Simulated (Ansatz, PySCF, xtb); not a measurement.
Dimer: H2O (SMILES O) (first 3 atoms) with H2S (SMILES S); geometry from B3LYP-D3(BJ)/def2-TZVP.
(charge 0, multiplicity 1):
```xyz
6

O      0.06629     0.37067    -0.00445
H      0.92963     0.60300    -0.36284
H     -0.20268    -0.42895    -0.46928
S      0.01293     0.05389     3.47088
H     -0.01120     0.22814     2.13372
H     -0.89804     1.01665     3.68250
```

Counterpoise-corrected where a basis set is named; no monomer relaxation.

Programs: Ansatz (Gaussian orbitals); PySCF for the dispersion terms; xtb for the GFN methods. Values without a source in brackets are computed.

Question: One of these levels gives -2.51 kcal/mol for the interaction energy. Name it.
A) BLYP-D4/def2-TZVPPD
B) GFN-FF
C) GFN2-xTB

Answer: A, BLYP-D4/def2-TZVPPD. The others give -2.93 (GFN-FF), -3.84 (GFN2-xTB)

Ansatz is a quantum-chemistry and plane-wave program.
